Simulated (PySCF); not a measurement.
Working out the ionisation energy of Ne⁺

Ne⁺ [He] 2s2 2p5 (2P) → Ne²⁺ [He] 2s2 2p4 (3P). Calculation: PySCF 2.14, in aug-cc-pwCVQZ (9s8p6d4f2g, 109 functions); the non-relativistic Hamiltonian (point nucleus). Frozen: nothing. Energies in hartree (1 hartree = 27.21139 eV):

| part | Ne⁺ (lower) | Ne²⁺ (upper) |
| --- | --- | --- |
| UHF | -127.821232 | -126.378223 |
| MP2 opposite-spin | -0.227166 | -0.179916 |
| MP2 same-spin | -0.061400 | -0.047459 |

Problem. What does Hartree-Fock give?

Solution. (-126.378223) − (-127.821232) = 1.443009 hartree = 39.266 eV.

Problem. What do MP2 and SCS-MP2 (6/5 opposite-spin, 1/3 same-spin) give?

Solution. The opposite-spin parts differ by 1.286 eV and the same-spin parts by 0.379 eV. MP2: 39.266 + (1.286) + (0.379) = 40.931 eV. SCS-MP2: 39.266 + 1.2 × (1.286) + (0.379)/3 = 40.936 eV.

A first-order spin-orbit estimate adds -0.005 eV to MP2 (valence and next inner shell), giving 40.926 eV against 40.963 eV (measured; NIST Atomic Spectra Database, ionization energies).

What remains against the reference includes basis incompleteness and correlation beyond second order.
